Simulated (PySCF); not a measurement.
C2H5NOSi, SMILES N#CC[SiH2]O. Geometry: B3LYP-D3(BJ)/def2-SVP. This is a generated structure with no PubChem entry under its InChIKey; it may be hypothetical. Other conformers were not sampled.

**Question.** Give the equilibrium geometry at B3LYP-D3(BJ)/def2-SVP (PySCF confirms it by a frequency run) as a Z-matrix, and its point group. (An estimate is asked for; the answer gives what the named calculation found.)

**Answer.** One answer among several that fit: point group Cs.
```
Si
O 1 1.6667
H 2 0.9639 1 118.76
H 1 1.4898 2 112.45 3 -62.11
H 1 1.4898 4 109.54 2 -125.81
C 1 1.8991 4 109.39 5 -119.89
H 6 1.1028 1 108.66 4 -178.18
H 6 1.1028 7 107.22 1 -117.28
C 6 1.4532 7 110.08 8 -119.73
N 9 1.1596 8 151.79 6 -175.22
```
Charge 0, spin multiplicity 1.
